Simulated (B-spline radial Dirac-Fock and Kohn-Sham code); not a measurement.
Level of theory: a relativistic central-field model (Hartree-Slater potential of the initial state, Latter tail, multipole expansion of the photon field, Dirac-Fock thresholds); a radial finite-basis atomic code. Kinetic energies are from the vacuum level. Open shells are spread statistically over j, without multiplet splitting. Without correlation, outer binding energies are uncertain by a few eV, most for open f shells.

Q: A free atom or ion in its tabulated ground configuration is ionised with 1390 eV photons and gives these photoelectron lines. Identify it and assign the lines.

```
kinetic energy (eV)  relative cross section
              563.4                    44.4
              684.4                    51.6
              694.5                   100.0
             1250.5                     7.1
             1287.6                     5.3
             1288.9                    10.4
             1341.0                    0.45
             1341.1                    0.66
```

A: Mn³⁺, [Ar] 3d4. Binding energies are hν less the kinetic energy: 2s 826.6 eV, 2p1/2 705.6 eV, 2p3/2 695.5 eV, 3s 139.5 eV, 3p1/2 102.4 eV, 3p3/2 101.1 eV, 3d3/2 49.01 eV, 3d5/2 48.88 eV.

Run: 3.9 s of CPU time on 1 thread of Neoverse-N1 (shared host), peak memory 0.40 GiB.

Values without a named source are computed, but for edge energies of neutral atoms, which are taken from tables.
